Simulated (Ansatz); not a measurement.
Total energies of (LiCl)3 ring (Li₃Cl₃) from Ansatz at PBE0-D4/def2-TZVPD, gas phase (1 Eh = 27.2114 eV = 2625.5 kJ/mol). The reference geometry is relaxed at PBE-D4/def2-SVP.

```xyz
6

Li   -1.4459    0.3381    1.1906
Cl   -0.4758    2.2209    0.6889
Li    1.0643    1.4428   -0.6380
Cl    1.8029   -0.4214   -1.4846
Li    0.3815   -1.7814   -0.5527
Cl   -1.3271   -1.7991    0.7957
```

| state | geometry | energy (Eh) |
| --- | --- | --- |
| charge 0 singlet | reference | -1403.06179 |
| charge -1 doublet | reference | -1403.05875 |
| free Li atom (doublet) | – | -7.46705 |
| free Cl atom (doublet) | – | -459.99797 |

Task: Work out the vertical electron affinity, to the doublet.

Result: E(charge 0 singlet) − E(charge -1 doublet) = -1403.06179 − (-1403.05875) = -0.00304 Eh = -0.08 eV; so near zero that its sign isn't settled.

Task: What is the binding energy per atom against free atoms?

Result: Atoms: 3 × (-7.46705) + 3 × (-459.99797) = -1402.39506 Eh. Binding: -1402.39506 − (-1403.06179) = 0.66673 Eh = 18.14 eV, or 3.02 eV for each of 6 atoms (no zero-point energy, no counterpoise term).

At PBE0-D4/def2-TZVPD the highest occupied level of the charge -1 doublet lies above zero (up to 0.94 eV). Energy differences disagree on whether the electron is bound (positive means bound): -0.08 eV (vertical, to the charge 0 singlet, at PBE0-D4/def2-TZVPD), but 0.06 eV at PBE-D4/def2-TZVPD.
